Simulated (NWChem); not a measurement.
System: CH₂ClF; SMILES FCCl

Here is an NWChem input.

```
start job
memory heap 200 mb stack 900 mb global 1100 mb
geometry units angstroms noautosym nocenter noautoz
  F      0.389191     1.505790     0.000000
  C     -0.571544     0.565043     0.000000
  Cl     0.131186    -1.062862     0.000000
  H     -1.185066     0.659826     0.907841
  H     -1.185066     0.659826    -0.907841
end
basis spherical
  * library def2-svp
end
dft
  xc pbe0
  iterations 150
end
cosmo
  do_cosmo_smd true
  solvent hexane
end
task dft energy
```

The geometry was optimised at PBE0/def2-SVP. Solvent: n-hexane.

Level: PBE0/def2-SVP with SMD (1 M gas to 1 M solution), gas-phase geometry.

Problem. Predict the main results of this run. (PBE0/def2-SVP, SMD on the gas-phase geometry.) Quantities: solvation free energy (kcal/mol); cavity-dispersion-structure term (kcal/mol); dipole in solution (D).

Solution. 
| Item | Result |
|---|---|
| solvation free energy (kcal/mol) | -2.3 |
| cavity-dispersion-structure term (kcal/mol) | -0.7 |
| dipole in solution (D) | 2.01 |
